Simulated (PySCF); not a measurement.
Species: 4-methylpyridine, C6H7N.
Cartesian coordinates in Å at the PBE0-D3(BJ)/def2-TZVP level; atoms count from 1:
```
atom  x, y, z in Å
C1     1.990   -0.256   -0.063
C2     0.509   -0.061   -0.005
C3    -0.071    1.193   -0.154
C4    -1.452    1.315   -0.114
N5    -2.280    0.292    0.062
C6    -1.724   -0.907    0.207
C7    -0.358   -1.132    0.182
H8     2.289   -0.634   -1.046
H9     2.523    0.680    0.107
H10    2.323   -0.984    0.679
H11    0.547    2.073   -0.298
H12   -1.914    2.291   -0.228
H13   -2.409   -1.737    0.354
H14    0.028   -2.138    0.311
```

All values: wB97X-D/pcSseg-2 (PySCF, non-relativistic), on one gas-phase PBE0-D3(BJ)/def2-TZVP geometry that isn't relaxed in the solvent. The solvent is an IEF-PCM continuum (cavity from Bondi-type radii × 1.2). The model holds no explicit solvent molecules, cavitation or dispersion.

Gas phase at wB97X-D/pcSseg-2: HOMO -9.26 eV, LUMO 1.05 eV, dipole 2.82 D.

What does the continuum do to the energy, the frontier levels and the dipole at wB97X-D/pcSseg-2 in chloroform?

| solvent | ε | E(solvent) − E(gas) (kJ/mol) | polarisation term (kJ/mol) | distortion of the solute (kJ/mol) | HOMO (eV) | LUMO (eV) | dipole (D) |
| --- | --- | --- | --- | --- | --- | --- | --- |
| chloroform | 4.711 | -15.18 | -17.62 | 2.44 | -9.35 | 1.04 | 3.60 |

The first energy column is the sum of the next two and covers electrostatics alone.

Which radius a makes the point-dipole formula ΔE = −[(ε − 1)/(2ε + 1)]·μ²/a³ give the value in chloroform, with the gas-phase dipole?

μ = 1.110 au and |ΔE| = 0.00578 Eh give a = 2.24 Å; the farthest nucleus lies 2.99 Å from the centroid of the nuclei, so such a sphere wouldn't even hold the nuclei. The formula assumes a rigid point dipole at the centre of a sphere.

Give the dipole vector in the frame of the coordinates (D, pointing from negative to positive charge), gas and chloroform.

Gas (2.79, -0.38, -0.11), solvent (3.57, -0.49, -0.13). Its length changes by +28 % and its direction by less than 1°.

The run took 1.7 min wall on Intel Xeon Platinum 8259CL at 2.50 GHz, one thread, shared host, and the process peaked at 1.8 GiB of memory. This is the whole shielding run at wB97X-D/pcSseg-2 in chloroform, SCF included.

Note: wB97X-D ran without an empirical dispersion term, which enters the total energy and its gradient alone.
